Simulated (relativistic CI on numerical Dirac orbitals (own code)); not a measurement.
Level scheme of Ni³⁺

Method of calculation: Dirac-Coulomb-Breit CI, orbitals from a KLI potential per configuration, QED by a radiative potential, valence Slater integrals scaled by 0.85, configuration energies shifted to the measured levels that pair with them (semi-empirical) (own radial code, finite nucleus).

Configuration list (outside the closed core [Ne] 3s2): 3p6 3d7, 3p6 3d6 4s, 3p6 3d6 4p, 3p6 3d6 4d, 3p6 3d6 5s, 3p6 3d5 4s2, 3p6 3d6 5p, 3p5 3d8, 3p6 3d6 4f, 3p6 3d6 5d, 3p6 3d5 4s 4p, 3p6 3d6 5f, 3p6 3d6 5g, 3p6 3d5 4p2, 3p6 3d5 4s 4d, 3p4 3d9. Levels of other configurations are missing.

The lowest level is 3p6 3d7 4F_9/2, with 99 % of that term; Hund's rules for 3p6 3d7 give 4F with J = 9/2, in agreement.

| No. | Configuration | Term | J | E (cm⁻¹) | % | Next component (%) | Lifetime (s) | jj configuration (%) |
| --- | --- | --- | --- | --- | --- | --- | --- | --- |
| 1 | 3p6 3d7 | 4F | 9/2 | 0.0 | 99 |  |  | 3d5/2^3 (53) |
| 2 | 3p6 3d7 | 4F | 7/2 | 1148.7 | 100 |  | 1.96e+01 | 3d3/2^3 3d5/2^4 (82) |
| 3 | 3p6 3d7 | 4F | 5/2 | 1970.4 | 100 |  | 3.13e+01 | 3d3/2^2 3d5/2^5 (70) |
| 4 | 3p6 3d7 | 4F | 3/2 | 2526.1 | 99 |  | 9.03e+01 | 3d3/2^2 3d5/2^5 (35) |
| 5 | 3p6 3d7 | 4P | 5/2 | 17058.7 | 99 | 1 2D | 1.17e+01 | 3d3/2^3 3d5/2^4 (59) |
| 6 | 3p6 3d7 | 4P | 3/2 | 17353.2 | 94 | 5 2P | 1.81e+01 | 3d3/2^3 3d5/2^4 (42) |
| 7 | 3p6 3d7 | 4P | 1/2 | 17890.5 | 97 | 2 2P | 1.71e+01 | 3d3/2^3 3d5/2^4 (60) |
| 8 | 3p6 3d7 | 2G | 9/2 | 19036.3 | 97 | 2 2H | 1.00e+00 | 3d5/2^3 (42) |
| 9 | 3p6 3d7 | 2G | 7/2 | 20104.0 | 100 |  | 1.84e+00 | 3d3/2^3 3d5/2^4 (51) |
| 10 | 3p6 3d7 | 2P | 3/2 | 22995.7 | 76 | 19 2D | 1.02e+00 | 3d5/2^3 (53) |
| 11 | 3p6 3d7 | 2P | 1/2 | 24221.7 | 98 | 2 4P | 2.26e+00 | 3d3/2^2 3d5/2^5 (61) |
| 12 | 3p6 3d7 | 2D | 5/2 | 24893.1 | 99 | 1 4P | 5.35e-01 | 3d3/2^3 3d5/2^4 (47) |
| 13 | 3p6 3d7 | 2H | 11/2 | 26062.3 | 100 |  | 1.13e+01 | 3d3/2^3 3d5/2^4 (100) |
| 14 | 3p6 3d7 | 2D | 3/2 | 26796.9 | 81 | 18 2P | 4.28e-01 | 3d3/2 3d5/2^6 (62) |
| 15 | 3p6 3d7 | 2H | 9/2 | 27043.1 | 98 | 2 2G | 2.58e+00 | 3d3/2^2 3d5/2^5 (66) |
| 16 | 3p6 3d7 | 2F | 5/2 | 41885.1 | 99 |  | 1.33e+00 | 3d3/2^3 3d5/2^4 (59) |
| 17 | 3p6 3d7 | 2F | 7/2 | 42293.6 | 99 |  | 9.50e-01 | 3d3/2^3 3d5/2^4 (67) |
| 18 | 3p6 3d7 | 2D | 3/2 | 62572.7 | 99 |  | 9.32e-02 | 3d3/2^3 3d5/2^4 (87) |
| 19 | 3p6 3d7 | 2D | 5/2 | 63252.2 | 99 |  | 7.72e-02 | 3d3/2^2 3d5/2^5 (63) |
| 20 | 3p6 3d6 4s | 6D | 9/2 | 110981.5 | 100 |  | 5.85e-01 | 3d3/2^3 3d5/2^3 4s (47) |
| 21 | 3p6 3d6 4s | 6D | 7/2 | 111743.9 | 100 |  | 3.49e-01 | 3d3/2^3 3d5/2^3 4s (51) |
| 22 | 3p6 3d6 4s | 6D | 5/2 | 112298.3 | 99 |  | 3.52e-01 | 3d3/2^2 3d5/2^4 4s (59) |
| 23 | 3p6 3d6 4s | 6D | 3/2 | 112678.5 | 99 |  |  | 3d3/2 3d5/2^5 4s (34) |
| 24 | 3p6 3d6 4s | 6D | 1/2 | 112901.4 | 99 |  |  | 3d3/2^2 3d5/2^4 4s (47) |
| 25 | 3p6 3d6 4s | 4D | 7/2 | 120987.6 | 99 |  |  | 3d3/2^3 3d5/2^3 4s (47) |
| 26 | 3p6 3d6 4s | 4D | 5/2 | 121863.3 | 99 |  |  | 3d3/2^2 3d5/2^4 4s (46) |
| 27 | 3p6 3d6 4s | 4D | 3/2 | 122431.3 | 99 |  |  | 3d3/2^2 3d5/2^4 4s (49) |
| 28 | 3p6 3d6 4s | 4D | 1/2 | 122757.4 | 99 |  |  | 3d3/2^2 3d5/2^4 4s (37) |
| 29 | 3p6 3d6 4s | 4H | 13/2 | 137676.6 | 99 |  |  | 3d3/2^3 3d5/2^3 4s (66) |
| 30 | 3p6 3d6 4s | 4H | 11/2 | 138013.4 | 98 | 2 4G |  | 3d3/2^3 3d5/2^3 4s (56) |
| 31 | 3p6 3d6 4s | 4H | 9/2 | 138297.4 | 97 | 2 4G |  | 3d3/2^2 3d5/2^4 4s (45) |
| 32 | 3p6 3d6 4s | 4H | 7/2 | 138536.9 | 97 | 1 4G |  | 3d3/2^2 3d5/2^4 4s (38) |
| 33 | 3p6 3d6 4s | 4P | 5/2 | 140047.7 | 99 |  |  | 3d5/2^2 4s (35) |
| 34 | 3p6 3d6 4s | 4F | 9/2 | 141300.7 | 91 | 6 4G |  | 3d5/2^2 4s (48) |
| 35 | 3p6 3d6 4s | 4F | 7/2 | 141668.9 | 92 | 6 4G |  | 3d3/2^2 3d5/2^4 4s (42) |
| 36 | 3p6 3d6 4s | 4P | 3/2 | 141886.4 | 95 | 4 2P |  | 3d3/2 3d5/2^5 4s (36) |
| 37 | 3p6 3d6 4s | 4F | 5/2 | 141958.9 | 95 | 4 4G |  | 3d3/2^3 3d5/2^3 4s (49) |
| 38 | 3p6 3d6 4s | 4F | 3/2 | 142183.4 | 99 |  |  | 3d3/2^2 3d5/2^4 4s (47) |
| 39 | 3p6 3d6 4s | 4P | 1/2 | 143058.9 | 98 | 1 2S |  | 3d3/2^3 3d5/2^3 4s (32) |
| 40 | 3p6 3d6 4s | 2H | 11/2 | 143404.1 | 68 | 31 4G |  | 3d3/2^3 3d5/2^3 4s (84) |
| 41 | 3p6 3d6 4s | 2H | 9/2 | 144220.2 | 88 | 7 4G |  | 3d3/2^2 3d5/2^4 4s (59) |
| 42 | 3p6 3d6 4s | 4G | 11/2 | 144522.6 | 67 | 31 2H |  | 3d3/2^2 3d5/2^4 4s (70) |
| 43 | 3p6 3d6 4s | 4G | 9/2 | 144882.8 | 85 | 8 2H |  | 3d3/2^3 3d5/2^3 4s (43) |
| 44 | 3p6 3d6 4s | 4G | 7/2 | 145122.8 | 89 | 7 4F |  | 3d3/2^2 3d5/2^4 4s (52) |
| 45 | 3p6 3d6 4s | 4G | 5/2 | 145218.2 | 92 | 4 4F |  | 3d3/2^2 3d5/2^4 4s (52) |
| 46 | 3p6 3d6 4s | 2P | 3/2 | 146551.2 | 95 | 4 4P |  | 3d3/2^3 3d5/2^3 4s (30) |
| 47 | 3p6 3d6 4s | 2F | 7/2 | 147400.1 | 88 | 8 2G |  | 3d3/2^2 3d5/2^4 4s (35) |
| 48 | 3p6 3d6 4s | 2F | 5/2 | 148159.1 | 95 | 4 4G |  | 3d3/2^2 3d5/2^4 4s (52) |
| 49 | 3p6 3d6 4s | 2P | 1/2 | 148669.8 | 96 | 1 4D |  | 3d3/2^3 3d5/2^3 4s (35) |
| 50 | 3p6 3d6 4s | 2G | 9/2 | 150334.4 | 97 | 2 2H |  | 3d3/2^2 3d5/2^4 4s (46) |
| 51 | 3p6 3d6 4s | 2G | 7/2 | 151148.9 | 93 | 6 2F |  | 3d3/2^2 3d5/2^4 4s (51) |
| 52 | 3p6 3d6 4s | 2I | 13/2 | 152334.4 | 99 |  |  | 3d3/2^2 3d5/2^4 4s (66) |
| 53 | 3p6 3d6 4s | 2I | 11/2 | 152393.8 | 99 | 1 2H |  | 3d3/2^2 3d5/2^4 4s (69) |
| 54 | 3p6 3d6 4s | 4D | 3/2 | 153295.2 | 99 |  |  | 3d3/2^2 3d5/2^4 4s (47) |
| 55 | 3p6 3d6 4s | 4D | 1/2 | 153324.3 | 98 | 1 2P |  | 3d3/2^2 3d5/2^4 4s (56) |
| 56 | 3p6 3d6 4s | 4D | 5/2 | 153324.4 | 98 | 1 2D |  | 3d3/2^2 3d5/2^4 4s (39) |
| 57 | 3p6 3d6 4s | 4D | 7/2 | 153493.6 | 99 |  |  | 3d3/2^3 3d5/2^3 4s (54) |
| 58 | 3p6 3d6 4s | 2G | 9/2 | 154757.8 | 98 | 1 4F |  | 3d3/2^2 3d5/2^4 4s (43) |
| 59 | 3p6 3d6 4s | 2G | 7/2 | 154831.3 | 96 | 3 2F |  | 3d3/2^2 3d5/2^4 4s (42) |
| 60 | 3p6 3d6 4s | 2D | 3/2 | 159205.0 | 99 |  |  | 3d3/2^2 3d5/2^4 4s (48) |
| 61 | 3p6 3d6 4s | 2D | 5/2 | 159409.4 | 99 |  |  | 3d3/2^3 3d5/2^3 4s (46) |
| 62 | 3p6 3d6 4s | 2S | 1/2 | 161174.6 | 97 | 1 4P |  | 3d3/2^2 3d5/2^4 4s (30) |
| 63 | 3p6 3d6 4s | 2D | 5/2 | 164174.4 | 98 | 1 4D |  | 3d3/2^2 3d5/2^4 4s (30) |
| 64 | 3p6 3d6 4s | 2D | 3/2 | 164228.8 | 99 |  |  | 3d3/2 3d5/2^5 4s (31) |
| 65 | 3p6 3d6 4s | 2F | 7/2 | 171334.3 | 98 | 2 4F |  | 3d3/2^3 3d5/2^3 4s (67) |
| 66 | 3p6 3d6 4s | 2F | 5/2 | 171359.1 | 98 | 1 4F |  | 3d3/2^3 3d5/2^3 4s (66) |
| 67 | 3p6 3d6 4p | 6D° | 9/2 | 175554.1 | 98 | 2 6F° | 1.14e-09 | 3d3/2^3 3d5/2^3 4p3/2 (32) |
| 68 | 3p6 3d6 4p | 6D° | 7/2 | 175863.1 | 96 | 2 6F° | 1.14e-09 | 3d3/2^3 3d5/2^3 4p1/2 (24) |
| 69 | 3p6 3d6 4p | 6D° | 5/2 | 176245.8 | 97 | 1 6F° | 1.15e-09 | 3d3/2^3 3d5/2^3 4p1/2 (28) |
| 70 | 3p6 3d6 4p | 6D° | 3/2 | 176556.7 | 98 | 1 6F° | 1.16e-09 | 3d3/2^2 3d5/2^4 4p1/2 (34) |

Energies count from the lowest computed level; ° marks odd parity; lifetimes are radiative, by E1, M1, E2 decay to levels of this space only; some are left blank where a channel outside the calculation adds to the decay or the decay crosses a small, uncertain gap. Filled j subshells are mostly left out of the jj labels.

The mean weight of the leading LS term, summed over parents, in these 70 levels is 96 %, and that of the leading jj configuration (from the same eigenvectors) 50 %, so LS coupling describes them better.

Configurations whose levels could be paired with our table of measured levels were shifted onto them, all but the ground configuration, by the median error of their levels; single terms can still be off by 1,000 to 2,000 cm⁻¹ or more, and rates follow the energies as ν³ (E1, M1) or ν⁵ (E2). The others borrow a shift and can be off by several thousand cm⁻¹ or more. The fine structure of a lone outer electron comes out too small, for d and f at times inverted, and misplaced configurations move strength between like terms. 54 of the 54 excited levels that our extract of the measured tables holds in this range could be paired (the sources list more); they are missed by 945 cm⁻¹ on average and 4787 at most, after the shifts were fitted to these levels, and levels without a partner can miss by more.

Landé's interval rule says that E(J) − E(J−1) = AJ with one A. For the ground term the intervals give A = -222.3, -234.8, -255.3 cm⁻¹ for J = 5/2, 7/2, 9/2; the multiplet is inverted.
